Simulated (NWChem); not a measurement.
Species: sulfur difluoride (SF2); SMILES FSF

Computed with NWChem. All runs use the structure optimised with PBE0/def2-SVP.

Q: Taking B3LYP/def2-QZVP as the yardstick, which of these has the fewest basis functions while keeping “dipole (D)” within 0.2 D of it: B3LYP/def2-TZVP; B3LYP/def2-SVP; B3LYP/def2-TZVPP; B3LYP/def2-SVPD?

A: B3LYP/def2-SVPD.
| level | basis functions | dipole (D) |
|---|---|---|
| B3LYP/def2-SVP | 46 | 1.43 |
| B3LYP/def2-SVPD | 73 | 1.21 |
| B3LYP/def2-TZVP | 99 | 1.23 |
| B3LYP/def2-TZVPP | 104 | 1.23 |
| B3LYP/def2-QZVP | 184 | 1.16 |

The yardstick is one finite set, not the basis-set limit.
